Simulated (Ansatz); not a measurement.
Frontier orbitals of C2H7AlS.

Z-matrix (Å, degrees):
```
C
C 1 1.512
H 1 1.094 2 111.8
H 1 1.093 2 108.9 3 -117.9
H 1 1.095 2 113.0 3 122.0
Al 2 1.965 1 121.6 3 30.4
S 2 1.880 1 108.6 3 -58.8
H 2 1.089 1 112.1 3 -176.5
H 6 1.586 2 116.8 1 -11.2
H 6 1.587 2 118.5 1 164.7
H 7 1.344 2 97.7 1 -154.2
```

The species carries charge 0 and has multiplicity 1. The bonds changed during the relaxation, so this is another structure than the one it started from. All single points use the PBE0-D4/def2-TZVP geometry. It is one conformer, not always the lowest. Basis def2-TZVPP, the Gaussian-basis code of Ansatz.

Orbital energies of one run (eV). Highest occupied ones, from the top: -7.11, -8.35, -8.75, -9.97, -10.63, -11.31, -11.73, -12.66, -13.84, -17.04, -20.79, -23.29, -74.27, -74.29. Empty: -0.11, 0.03, 0.95, 1.92, 1.95, 2.22.

(1) Which functional gave them?
A. r2SCAN0
B. BHLYP
C. LDA (SPW92)
D. HSE06 (plane-wave form)

Results:

(1) A. HOMO energies: r2SCAN0 -7.11, HSE06 -6.56, LDA (SPW92) -5.92, BHLYP -8.02 eV.
